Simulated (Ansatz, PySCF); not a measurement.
C4H9F, SMILES CCCCF. Atoms are numbered in the order given.

```xyz
14

C      2.3780    -0.0687     0.1007
C      0.9311    -0.5023    -0.0972
C     -0.0261     0.6724    -0.2818
C     -1.4703     0.2475    -0.4226
F     -1.8763    -0.4358     0.7143
H      2.7468     0.5072    -0.7646
H      2.4827     0.5727     0.9914
H      3.0457    -0.9340     0.2339
H      0.5897    -1.0953     0.7684
H      0.8552    -1.1720    -0.9743
H      0.0568     1.3619     0.5785
H      0.2509     1.2585    -1.1781
H     -2.1359     1.1192    -0.5544
H     -1.6027    -0.4282    -1.2885
```

The structure is a stationary point at r2SCAN-D4/def2-SVP. One conformer was computed; it need not be the lowest.

Two levels are set side by side: PBE-D3(BJ)/def2-SVP (Ansatz, a program for electronic structure) and r2SCAN-D4/def2-SVP (Ansatz). Each level has its own optimised geometry; the coordinates shown are those of the second. Frequencies come from the Hessian of PySCF at each geometry. Differences are taken from unrounded values.

```json
[
 {"quantity": "mean bond length (Å)", "r2SCAN-D4": "1.222", "PBE-D3(BJ)": "1.229", "PBE-D3(BJ) minus r2SCAN-D4": "0.007"},
 {"quantity": "bond C1–C2 (Å)", "r2SCAN-D4": "1.523", "PBE-D3(BJ)": "1.528", "PBE-D3(BJ) minus r2SCAN-D4": "0.005"},
 {"quantity": "bond C2–C3 (Å)", "r2SCAN-D4": "1.527", "PBE-D3(BJ)": "1.531", "PBE-D3(BJ) minus r2SCAN-D4": "0.005"},
 {"quantity": "bond C3–C4 (Å)", "r2SCAN-D4": "1.512", "PBE-D3(BJ)": "1.519", "PBE-D3(BJ) minus r2SCAN-D4": "0.007"},
 {"quantity": "bond C4–F5 (Å)", "r2SCAN-D4": "1.387", "PBE-D3(BJ)": "1.392", "PBE-D3(BJ) minus r2SCAN-D4": "0.005"},
 {"quantity": "bond C1–H6 (Å)", "r2SCAN-D4": "1.103", "PBE-D3(BJ)": "1.110", "PBE-D3(BJ) minus r2SCAN-D4": "0.007"},
 {"quantity": "bond C1–H7 (Å)", "r2SCAN-D4": "1.103", "PBE-D3(BJ)": "1.110", "PBE-D3(BJ) minus r2SCAN-D4": "0.008"},
 {"quantity": "bond C1–H8 (Å)", "r2SCAN-D4": "1.101", "PBE-D3(BJ)": "1.109", "PBE-D3(BJ) minus r2SCAN-D4": "0.007"},
 {"quantity": "bond C2–H9 (Å)", "r2SCAN-D4": "1.103", "PBE-D3(BJ)": "1.110", "PBE-D3(BJ) minus r2SCAN-D4": "0.007"},
 {"quantity": "bond C2–H10 (Å)", "r2SCAN-D4": "1.106", "PBE-D3(BJ)": "1.113", "PBE-D3(BJ) minus r2SCAN-D4": "0.007"},
 {"quantity": "bond C3–H11 (Å)", "r2SCAN-D4": "1.106", "PBE-D3(BJ)": "1.113", "PBE-D3(BJ) minus r2SCAN-D4": "0.007"},
 {"quantity": "bond C3–H12 (Å)", "r2SCAN-D4": "1.106", "PBE-D3(BJ)": "1.113", "PBE-D3(BJ) minus r2SCAN-D4": "0.007"},
 {"quantity": "bond C4–H13 (Å)", "r2SCAN-D4": "1.105", "PBE-D3(BJ)": "1.113", "PBE-D3(BJ) minus r2SCAN-D4": "0.009"},
 {"quantity": "bond C4–H14 (Å)", "r2SCAN-D4": "1.106", "PBE-D3(BJ)": "1.115", "PBE-D3(BJ) minus r2SCAN-D4": "0.009"},
 {"quantity": "highest harmonic wavenumber (cm⁻¹)", "r2SCAN-D4": "3129", "PBE-D3(BJ)": "3059", "PBE-D3(BJ) minus r2SCAN-D4": "-69"},
 {"quantity": "mean harmonic wavenumber (cm⁻¹)", "r2SCAN-D4": "1520", "PBE-D3(BJ)": "1481", "PBE-D3(BJ) minus r2SCAN-D4": "-39"},
 {"quantity": "zero-point energy (kcal/mol)", "r2SCAN-D4": "78.24", "PBE-D3(BJ)": "76.24", "PBE-D3(BJ) minus r2SCAN-D4": "-2.00"}
]
```
